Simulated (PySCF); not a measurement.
CrO2F, SMILES [O]=[Cr](=[O])[F] (connectivity only; charge and spin as stated), neutral, multiplicity 2.

The structure is a stationary point at PBE0-D3(BJ)/def2-SVP. The geometry has at least one imaginary mode, so it is a saddle point at that level. The spin state was assumed, not searched. The isomer is the one that the SMILES or the coordinates give; other isomers of the formula were not compared.

Level of theory: PBE0-D3(BJ)/def2-SVP (PySCF 2.14.0).

Frequencies are harmonic and unscaled.

**Question.** List the normal modes with their intensities. (The exact figures need the calculation; the answer reports its results.)

**Answer.** 
```
mode  ν (cm⁻¹)  IR (km/mol)  moving atoms (share of kinetic energy)
----  --------  -----------  --------------------------------------
1         105i         59.4                 Cr 49 %, O 36 %, F 15 %
2          241          8.4                 F 42 %, O 40 %, Cr 18 %
3          377          0.4                  O 80 %, F 11 %, Cr 9 %
4          761         85.7                 F 69 %, Cr 18 %, O 13 %
5         1098        201.7                         O 68 %, Cr 32 %
6         1098         75.1                         O 76 %, Cr 22 %
```
